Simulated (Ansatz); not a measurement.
The multiplicity is imposed and other spin states were not computed.

Cartesian coordinates (Å):
```xyz
8

Ag    -0.0512     0.0541    -0.1335
N     -1.3838     1.0750    -2.8540
C     -0.8977     0.7002    -1.8572
H     -1.8014     1.3972    -3.7106
C      0.8179    -0.6049     1.6282
H      1.8883    -0.3399     1.6714
H      0.7423    -1.7013     1.7273
H      0.3282    -0.1563     2.5095
```
Charge 0, spin multiplicity 1.

All values below come from frozen-core CCSD(T)/def2-TZVPP // r2SCAN-D4/def2-SVP (Ansatz, a quantum-chemistry and plane-wave program).

```json
{
  "HF energy": "-278.61618 Ha",
  "MP2 correlation energy": "-1.24611 Ha"
}
```

Question: Estimate the CCSD correlation energy, the (T) correction, the total energy and the T1 diagnostic.

Answer: 
The CCSD correlation energy is -1.21719 Ha and the (T) correction comes out as -0.05114 Ha. The CCSD(T) total energy is -279.88450 Ha. The T1 diagnostic is 0.016.
